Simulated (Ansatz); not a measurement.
Species: C2H5F3Si (charge 0, singlet). 
Geometry from a B3LYP-D3(BJ)/def2-TZVP (Ansatz, a program for electronic structure) optimisation:
```xyz
11

C      2.3366    -0.0259    -0.5254
C      1.2537    -0.7004     0.3328
Si    -0.4286     0.0036     0.0974
F     -0.4760     1.5467     0.4621
F     -1.5081    -0.7239     1.0022
F     -0.9149    -0.1267    -1.4069
H      3.3111    -0.4815    -0.3463
H      2.4193     1.0374    -0.2965
H      2.1158    -0.1202    -1.5895
H      1.5025    -0.6226     1.3953
H      1.2014    -1.7709     0.1128
```

Property: atomisation energy (electronic, to ground-state atoms); the coupled-cluster value holds the core correlation from cc-pwCVTZ, in kcal/mol. Valence correlation only, unless marked. UHF or UKS for open shells. No spin-orbit coupling. No relativistic terms. Basis-set limits of correlation are two-point, X^-3; Hartree-Fock from the larger set.

Level to compare with: CCSD(T)/CBS(cc-pV(T+d)Z,cc-pV(Q+d)Z) plus the core term (Ansatz), 1115.6 kcal/mol. It is a level with limits of its own, and the differences hold the functionals' basis error too.

Problem. Rank these functionals by how close they come to CCSD(T)/CBS(cc-pV(T+d)Z,cc-pV(Q+d)Z), closest first: wB97X-V/def2-TZVPD (Ansatz); PBE/def2-TZVPD (Ansatz); r2SCANh/def2-TZVPD (Ansatz).

Solution. PBE/def2-TZVPD (GGA, 1114.0 kcal/mol, difference -1.6), wB97X-V/def2-TZVPD (range-separated hybrid with VV10, 1106.8 kcal/mol, difference -8.8), r2SCANh/def2-TZVPD (hybrid meta-GGA, 1099.8 kcal/mol, difference -15.8)
